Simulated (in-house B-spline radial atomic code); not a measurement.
Cd3+ is squeezed into an impenetrable sphere of radius R (the orbitals vanish at R). No spin polarisation. Caution: exact exchange at fractional occupations of open shells leaves self-interaction of up to several eV. Level of theory: non-relativistic B3LYP, spherical fractional occupations, point nucleus; calculated with a B-spline radial code for spherical atoms.

Energies in eV above the free ion in [Kr] 4d9:

```csv
R (bohr),highest level (eV),[Kr] 4d9,[Ar] 3d10 4s2 4p5 4d10,[Ar] 3d9 4s2 4p6 4d9 4f1,-dE/dV in [Kr] 4d9 (GPa)
8.72,-48,0,55.49,449.8,2.09e-07
6.08,-48,0.0003855,55.49,450.7,0.00296
5.11,-48,0.008589,55.5,452.1,0.0887
4.07,-47.8,0.2093,55.7,455.5,3.26
3.62,-47.4,0.7963,56.29,458.4,15.4
2.83,-44.2,7.992,63.72,471.5,251
2.73,-43.3,10.72,66.55,475.1,364
2.08,-27.4,77.74,136,548.7,4960
1.85,-12.5,164.7,225.5,638.1,13900
1.31,96.9,1118,1191,1604,212000
```

Does [Ar] 3d10 4s2 4p5 4d10 fall below [Kr] 4d9 under compression?

No, it stays above over the whole range.

Does [Ar] 3d9 4s2 4p6 4d9 4f1 fall below [Kr] 4d9 under compression?

No, it stays above over the whole range.

The highest level is first positive in the row R = 1.31 bohr, pushed up by confinement above the zero of the free ion's potential. Each configuration is held fixed and needn't be the lowest in the sphere.
